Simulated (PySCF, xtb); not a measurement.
C3HCl2F, SMILES FC=C=C(Cl)Cl.

Harmonic wavenumbers (cm⁻¹) from GFN2-xTB in xtb 6.7.1 at its own minimum, in rising order: 87, 117, 240, 254, 383, 452, 458, 599, 727, 786, 1013, 1187, 1380, 2033, 3036.

Question: What does PBE-D3(BJ)/def2-SVP in PySCF give at its own minimum? (Estimate from the structure and the level; the computed values follow.)

Answer: 93, 115, 261, 265, 422, 475, 479, 642, 822, 829, 1045, 1219, 1397, 2016, 3090. Paired by order, the mean absolute difference is 30 cm⁻¹ and the zero-point energies are 18.2 and 18.8 kcal/mol.
